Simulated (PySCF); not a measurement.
Compound: C6H4FOP.
SMILES: `O=Cc1cccpc1F`

All values: B3LYP/def2-SVPD (PySCF, non-relativistic), on one gas-phase PBE0-D3(BJ)/def2-SVP geometry that isn't relaxed in the solvent. The solvent is an IEF-PCM continuum (Bondi radii, 1.10 Å for H, scaled by 1.2), and excitations are vertical TDDFT with non-equilibrium linear response and a frozen core. The model holds no explicit solvent molecules, cavitation or dispersion.

Gas-phase singlets (H = HOMO, L = LUMO):

```csv
state,E (eV),λ (nm),f,leading configurations
S1,3.468,357,0.000,H-1→L 91%
S2,4.008,309,0.029,"H→L 81%, H-2→L+1 9%"
S3,4.635,268,0.004,"H-1→L+1 80%, H-3→L 12%"
S4,4.740,262,0.001,"H-3→L 84%, H-1→L+1 14%"
S5,4.839,256,0.063,"H-2→L 70%, H→L+1 19%, H→L 8%"
```

Problem. What are the lowest 5 singlets in chloroform (ε = 4.711)?

Solution. 
| state | E (eV) | λ (nm) | f | leading configurations | change by rank (eV) |
| --- | --- | --- | --- | --- | --- |
| S1 | 3.587 | 346 | 0.000 | H-1→L 91% | +0.119 |
| S2 | 3.927 | 316 | 0.044 | H→L 86% | -0.081 |
| S3 | 4.689 | 264 | 0.007 | H-3→L 83%, H-1→L+1 11% | +0.054 |
| S4 | 4.751 | 261 | 0.112 | H-2→L 77%, H→L+1 15% | +0.011 |
| S5 | 4.819 | 257 | 0.002 | H-1→L+1 84%, H-3→L 13% | -0.020 |

Problem. The ground-state energy changes by -0.156 eV from gas to chloroform. By how much does the total energy of gas-phase S1 change?

Solution. E(S1) = E(S0) + excitation energy, so it changes by -0.156 + 0.119 = -0.037 eV: it is lowered less than the ground state, which is what a blue shift means. This is the vertical state, with the slow part of the continuum still set for S0.

Problem. How do the frontier levels move from gas to chloroform?

Solution. 
| orbital | gas (eV) | solvent (eV) | change (eV) |
| --- | --- | --- | --- |
| LUMO+2 | -0.34 | -0.18 | +0.16 |
| LUMO+1 | -1.99 | -1.83 | +0.16 |
| LUMO | -2.76 | -2.62 | +0.14 |
| HOMO | -7.40 | -7.22 | +0.18 |
| HOMO-1 | -7.58 | -7.58 | 0.00 |
| HOMO-2 | -8.01 | -7.84 | +0.17 |
| HOMO-3 | -8.48 | -8.34 | +0.14 |

The HOMO–LUMO gap goes from 4.64 to 4.59 eV.

Shape of the structure used: `[O:1]=[CH:2][c:3]1[cH:4][cH:5][cH:6][p:7][c:8]1[F:9]`: O1–C2–C3–C4 0°.
